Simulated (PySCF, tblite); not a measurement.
**boric acid and Na+**

A gas-phase complex of boric acid and Na+; charge +1, singlet. The structure comes from a short search (6 tight-binding starts) and was relaxed by PBE0-D3(BJ)/def2-SVPD; another way of binding may lie lower. Frequencies by PBE0-D3(BJ)/def2-SVPD show no clear imaginary mode.

```csv
part,name,SMILES,atoms,charge,multiplicity
1,boric acid,OB(O)O,1–7,0,1
2,Na+,[Na+],8,+1,1
```

```tsv
atom	part	x (Å)	y (Å)	z (Å)
O1	1	1.265	-0.252	0.416
B2	1	0.013	0.261	0.130
O3	1	-1.077	-0.368	-0.324
O4	1	-0.012	1.617	0.381
H5	1	1.417	-1.191	0.282
H6	1	-1.071	-1.311	-0.500
H7	1	-0.855	2.047	0.206
Na8	2	2.139	1.798	1.071
```

```json
{"contact": "O4···Na8", "kind (by geometry)": "ion contact", "distance (Å)": "2.267", "angle (°)": "-"}
{"contact": "O1···Na8", "kind (by geometry)": "ion contact", "distance (Å)": "2.323", "angle (°)": "-"}
```

Deforming the relaxed parts to their shape here costs 6.3 kcal/mol, which the interaction energies leave out.

Interaction energies are complex less parts, with the parts frozen as they stand in it; counterpoise-corrected, in kcal/mol (PySCF).

How strongly do the parts interact, level by level?


| level | interaction | superposition error removed |
| --- | --- | --- |
| wB97M-D3(BJ)/def2-TZVPD | -36.97 | -0.14 |
| PBE0-D3(BJ)/def2-TZVPD | -37.31 | -0.16 |

What holds them together? Decompose the wB97M-D3(BJ)/def2-TZVPD energy: frozen parts, their antisymmetrised product, then relaxation.

electrostatic -34.5, Pauli repulsion +10.7, orbital relaxation -12.3, dispersion correction -1.0 kcal/mol, which sum to the value before the counterpoise correction; the Pauli term holds the exchange-correlation of the frozen density too. Of the attraction, 72 % is electrostatic, 26 % is orbital relaxation, 2 % is dispersion correction.

The parts were also relaxed and run alone, at the levels used for the complex: shieldings by PBE0/pcSseg-2; core levels by delta-SCF with SCAN, pcX-2 on the ionised atom and pcseg-1 elsewhere, spin-free X2C.

What does binding change?


```json
{"property": "shielding of O4 (ppm)", "alone": "254.4", "in the complex": "261.8", "change": "+7.4"}
{"property": "shielding of Na8 (ppm)", "alone": "623.7", "in the complex": "596.3", "change": "-27.3"}
{"property": "shielding of O1 (ppm)", "alone": "254.4", "in the complex": "260.7", "change": "+6.2"}
{"property": "O1 1s core level (eV)", "alone": "539.31", "in the complex": "544.50", "change": "+5.19"}
{"property": "O4 1s core level (eV)", "alone": "539.31", "in the complex": "544.30", "change": "+4.99"}
{"property": "Na8 1s core level (eV)", "alone": "1088.42", "in the complex": "1085.23", "change": "-3.19"}
```
